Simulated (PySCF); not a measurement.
C2H2F, multiplicity 2. Atoms are numbered in the order given.

```xyz
5

C     -0.1191    -1.1975     0.0000
C      0.4279    -0.0072     0.0000
F     -0.1285     1.1799     0.0000
H     -1.1996    -1.3118     0.0000
H      0.5029    -2.0794     0.0000
```
Charge 0, spin multiplicity 2.

Coordinates come from a B3LYP-D3(BJ)/def2-TZVP optimisation. The isomer is the one that the SMILES or the coordinates give; other isomers of the formula were not compared.

All values below come from TDA-PBE/def2-SVPD (PySCF 2.14.0).

Vertical excitations. Gas-phase values at a fixed geometry.

```csv
state,energy (eV),λ (nm),f,main pairs
root 1,2.75,451,0.002,β HOMO→LUMO 98 %
root 2,4.99,249,0.000,"α HOMO−1→LUMO 52 %, β HOMO→LUMO+1 46 %"
root 3,5.34,232,0.005,α HOMO→LUMO 97 %
root 4,6.53,190,0.010,α HOMO→LUMO+1 98 %
root 5,6.68,186,0.002,β HOMO−1→LUMO 91 %
root 6,7.06,176,0.000,"α HOMO−1→LUMO+1 44 %, β HOMO→LUMO+2 56 %"
root 7,7.18,173,0.042,α HOMO→LUMO+2 95 %
root 8,7.29,170,0.041,"α HOMO−1→LUMO+1 56 %, β HOMO→LUMO+2 44 %"
root 9,7.77,160,0.000,"α HOMO−1→LUMO+2 57 %, β HOMO→LUMO+3 42 %"
root 10,7.89,157,0.081,"α HOMO−1→LUMO 10 %, β HOMO−2→LUMO 53 %, β HOMO→LUMO+1 16 %, β HOMO−4→LUMO 9 %"
```
Unrestricted roots are not spin-pure.
